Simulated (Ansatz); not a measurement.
One change: `C[Si](C)(N)O` becomes `C[Si](C)(O)P`.

Ansatz, PBE0-D4/def2-TZVP geometries, multiplicity 1. Each molecule was computed in one conformer, which needn't be the lowest.

```tsv
property	`C[Si](C)(N)O`
size of the dipole moment (ωB97M-V/def2-TZVPP) / D	1.76
HOMO–LUMO gap (PBE0/def2-TZVPP) / eV	8.03
LUMO energy (ωB97M-V/def2-TZVPP) / eV	2.13
HOMO–LUMO gap (B3LYP/def2-TZVPP) / eV	7.44
LUMO energy (B3LYP/def2-TZVPP) / eV	0.42
HOMO–LUMO gap (PBE/def2-TZVPP) / eV	5.78
```

**Question.** What does the change do to each property? (Estimate.)

**Answer.** The calculation gave: 
```json
{"property": "size of the dipole moment (ωB97M-V/def2-TZVPP) / D", "`C[Si](C)(O)P`": "2.57", "shift": "0.81"}
{"property": "HOMO–LUMO gap (PBE0/def2-TZVPP) / eV", "`C[Si](C)(O)P`": "7.54", "shift": "-0.49"}
{"property": "LUMO energy (ωB97M-V/def2-TZVPP) / eV", "`C[Si](C)(O)P`": "1.87", "shift": "-0.26"}
{"property": "HOMO–LUMO gap (B3LYP/def2-TZVPP) / eV", "`C[Si](C)(O)P`": "7.01", "shift": "-0.43"}
{"property": "LUMO energy (B3LYP/def2-TZVPP) / eV", "`C[Si](C)(O)P`": "0.08", "shift": "-0.34"}
{"property": "HOMO–LUMO gap (PBE/def2-TZVPP) / eV", "`C[Si](C)(O)P`": "5.58", "shift": "-0.20"}
```

With PBE0 the HOMO rises by 0.10 eV and the LUMO falls by 0.39 eV, so the gap narrows by about 0.49 eV. PBE moves the HOMO by -0.23 eV and ωB97M-V by 0.39 eV. Dipoles are sizes alone; their direction can turn.

B3LYP here is the variant with VWN-RPA as its local correlation; programs differ in this.
